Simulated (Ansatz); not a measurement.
Input for Ansatz (development build ahead of 0.2.0):

```yaml
crystal:
  periodic: [false, false, false]
  atoms:
    - { symbol: Ce, position_ang: [0.0, 0.0, 0.0] }
    - { symbol: Br, position_ang: [0.0, 0.0, 2.641] }
basis:
  gaussian: { orbitals: def2-TZVPP }
magnetization:
  spin_polarized: true
  initial_magnetization: 3
hamiltonian:
  xc: pbe0
```

The input is written out in the form of the current development build from the run's settings. The basis set brings a core potential for Ce, so the total leaves out those core electrons.

Results

```
Converged                       : yes
Total energy                    : -3048.88118 hartree
Spin squared of the determinant : 3.754
Stability test                  : minimum
```
